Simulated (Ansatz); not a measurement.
Calculated with Ansatz (gas phase, PBE0-D4/def2-TZVP geometries, no zero-point term in ΔE). CBS: MP2 limit from def2 TZ/QZ plus the TZ coupled-cluster correction, frozen cores. DFT in def2-TZVPP. For Ge outer-core shells are correlated without core-valence functions, which leaves a few kJ/mol of doubt a bond. Scalar relativity is left out up to krypton. Each species was taken in one conformer, which may not be the lowest.

`O=C[CH](Cl)[GeH3]` + `BC(=C)O` → `BC(=C)[O][GeH3]` + `O=CCCl`  (ligand exchange at a Ge–C bond)

```
        level  ΔE (kcal/mol)
      ωB97X-V           -8.7
HF/def2-QZVPP          -13.4
```

**Question.** What does CCSD(T)/CBS give? (An estimate is asked.)

**Answer.** Ansatz gave: -7.4 kcal/mol. The listed levels differ from it by -1.3, -6.0 kcal/mol.

Largest T1 diagnostic among the species: 0.013.

In def2-TZVPP, CCSD(T) changes the Hartree–Fock value by +4.9 kcal/mol (the triples alone add +0.5 kcal/mol) and MP2 by +5.6 kcal/mol. From PBE to PBE0 (25 % exact exchange), in def2-TZVPP and without D4, ΔE moves by −0.9 kcal/mol.

CCSD(T)/CBS has its own doubt, a few kJ/mol and more with outer-core shells, so smaller differences from it don't rank the levels.
